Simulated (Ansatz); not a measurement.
## Match the barriers

Saddle point of SiH$_{6}$O$_{4}$, singlet (SiH₄O₄ ([OH][Si]([OH])([OH])[OH]) + H₂ → SiH₄O₃ ([OH][SiH]([OH])[OH]) + H₂O; bonds formed: Si1–H7, O2–H6; bonds broken: Si1–O2, H6–H7), PBE0-D4/def2-TZVP structure:

Si1  (-0.282, 0.042, -0.049)
O2  (0.961, 0.191, 1.278)
O3  (-0.261, -1.248, -1.074)
O4  (-1.382, -0.526, 1.045)
O5  (-0.917, 1.480, -0.495)
H6  (1.589, 0.313, 0.391)
H7  (1.316, 0.521, -0.761)
H8  (1.053, -0.570, 1.867)
H9  (0.353, -1.154, -1.805)
H10  (-2.087, -1.049, 0.663)
H11  (-0.345, 2.001, -1.061)
(Å)

Ansatz 0.2.0; basis: def2-TZVPP, with def2-QZVPP for the basis limit; cores frozen in the correlated methods. Extrapolation: Hartree–Fock as exp(−7.88 √X), correlation as X^−2.97. Four methods, as single points on the PBE0-D4 structures, gave these electronic barriers from the start structure: 1.700, 2.296, 2.649, 3.129 eV.

Question: The methods were, in alphabetical order, BHLYP-D4, HF, r2SCAN-D4, SPW92. Which gave which? (A judgement: the text doesn't fix the answer.)

Answer: Computed: SPW92 1.700; r2SCAN-D4 2.296; BHLYP-D4 2.649; HF 3.129 eV. For comparison, CCSD(T) at an estimated basis limit (MP2 extrapolated from triple and quadruple zeta, plus CCSD(T) − MP2 in triple zeta) gives 2.499 eV.

No T1 diagnostic of these runs exceeds 0.012.

Labels in which every atom is bracketed show which atoms are joined, not bond orders.

For scale, one of the runs: CCSD(T)/def2-TZVPP, 250 basis functions, launched by `ansatz run in.yaml --threads 8 --pin off --events-out ev --progress --plain --max-ram 19148MiB`. Time: 100 s of wall clock on 8 CPU threads of an Arm Neoverse V1; the host was shared. Peak host memory: 5.7 GiB.
